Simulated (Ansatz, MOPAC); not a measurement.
Lewis adduct: GaH3 (SMILES [GaH3]) (first 4 atoms) with H2O (SMILES O); geometry from B3LYP-D3(BJ)/def2-TZVP.
(charge 0, multiplicity 1):
```xyz
7

Ga     0.39670    -0.37608     0.68516
H      1.88290    -0.09762     1.12265
H     -0.22924    -1.81110     0.85260
H     -0.28719     0.62613    -0.33038
O     -0.54303     0.48212     2.51151
H     -1.50476     0.40977     2.47300
H     -0.33829     1.42100     2.60229
```

Counterpoise-corrected where a basis set is named; no monomer relaxation.

The state that AM1, PM7 reach isn't checked; PM7 holds dispersion and hydrogen-bond terms.

Run with Ansatz (Gaussian orbitals); MOPAC for AM1, PM7 (differences of heats of formation). 

Question: One of these levels gives -5.15 kcal/mol for the interaction energy. Which one is it?
(A) revPBE/def2-TZVPPD
(B) PM7
(C) AM1
(D) HF/aug-cc-pVDZ

Answer: B, PM7. The others give -24.52 (AM1), -11.79 (HF/aug-cc-pVDZ), -10.38 (revPBE/def2-TZVPPD)

Ansatz is a quantum-chemistry and plane-wave program.
